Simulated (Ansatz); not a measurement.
Input file for Ansatz (a quantum-chemistry and plane-wave program): U-B3LYP/aug-cc-pVTZ on BeFHO (SMILES [OH][Be][F]), a point of a bond scan (R = 1.049 Å).

Ansatz 0.2 input:
```yaml
crystal:
  periodic: [false, false, false]
  atoms:
    - {symbol: Be, position_ang: [0.02934244, 0.01481768, -0.02556009]}
    - {symbol: F, position_ang: [0.98280109, 0.52800817, -0.89505489]}
    - {symbol: O, position_ang: [-0.99864586, -0.46736623, 0.82454057]}
    - {symbol: H, position_ang: [-0.97088934, -1.13291918, 1.63509675]}
basis:
  gaussian:
    orbitals: aug-cc-pVTZ
hamiltonian:
  xc: {name: B3LYP}
magnetization: {spin_polarized: true, initial_magnetization: 0}
```

Output:

```
WARN ansatz: RAYON_NUM_THREADS=1 ignored (pool sized by the plan → 1); use --threads N
Functional definition: B3LYP
integrals: 0.04 GiB planned
675 factors; their error is unknown
mean field: 0.64 GiB planned
mean field evaluation 1: about -5179.8511 eV, gradient 5.1e1 eV
mean field evaluation 2: about -5153.2637 eV, gradient 9.8e1 eV
mean field evaluation 4: about -5187.6088 eV, gradient 7.7e0 eV
mean field evaluation 8: about -5187.7651 eV, gradient 1.4e-2 eV
mean field evaluation 16: about -5187.7364 eV, gradient 4.0e-5 eV
mean field -5187.73640210 eV, -190.6457964030 hartree, gradient 4.0e-5 eV, S^2 0.000000; 0 other end points of the search recorded, 0 dependent functions left out
reference -5187.73663019 eV, -190.6458047851 hartree; 11, 11 occupied and 150, 150 virtual orbitals, 675 factors
Total energy: -5187.73663019 eV, -190.6458047851 hartree
```

Self-consistency was reached.

Cost: about 5 core-seconds (a rough figure).
